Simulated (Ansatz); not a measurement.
Cost and result up the ladder for SiH2Me(OMe) (C₂H₈OSi) (12 atoms). Total charge 0; singlet. Geometry: PBE0-D4/def2-SVP.

Cartesian coordinates in Å:
```
C -0.360 -0.673 1.962
C 0.693 0.142 -2.021
O 0.495 -0.362 -0.733
Si -0.406 0.403 0.444
H 0.170 1.760 0.724
H -1.812 0.600 -0.039
H -0.942 -0.217 2.779
H 0.675 -0.810 2.309
H -0.786 -1.665 1.747
H -0.258 0.271 -2.571
H 1.316 -0.566 -2.589
H 1.214 1.118 -2.012
```

Ansatz on 2 threads of Intel Xeon Platinum 8375C on a shared host. Times are rough, and most runs start from the orbitals of an earlier one. PBE0-D4/def2-TZVP serves as the yardstick here, not as an exact answer. Differences are given only for rows in sets of like size (and for xTB, whose basis is part of the method), since another set adds its own error. Binding counts from free atoms at the same level (C triplet, O triplet, Si triplet, H doublet; other spins of the atoms weren't run), without zero-point energy or a counterpoise term.

Correlated methods freeze 8 core orbitals.

Correlated methods converge slowly with the basis.

```csv
level,functions,binding energy per atom (eV),difference from PBE0-D4/def2-TZVP (eV)
CCSD(T)/def2-TZVP,178,3.66,-0.11
LDA (SPW92)/def2-TZVP,178,4.26,0.49
PBE0-D4/def2-TZVP,178,3.77,0.00
PBE0-D4/def2-SVP,100,3.78,–
r2SCAN-D4/def2-TZVP,178,3.79,0.02
PBE-D4/def2-TZVP (with forces),178,3.81,0.04
HF/def2-TZVP,178,2.84,-0.93
HF/STO-3G,32,3.50,–
r2SCANh-D4/def2-TZVP,178,3.77,0.00
PBE-D4/def2-SVP,100,3.82,–
```

Problem. Estimate how long each takes.

Solution. HF/STO-3G 0.15 s; PBE-D4/def2-SVP 1 s; PBE0-D4/def2-SVP 1.1 s; HF/def2-TZVP 1.5 s; LDA (SPW92)/def2-TZVP 1.7 s; PBE0-D4/def2-TZVP 2.3 s; PBE-D4/def2-TZVP (with forces) 2.4 s; r2SCAN-D4/def2-TZVP 3.1 s; r2SCANh-D4/def2-TZVP 3.9 s; CCSD(T)/def2-TZVP 30 s. On shared hardware such times vary by a factor of up to 3.
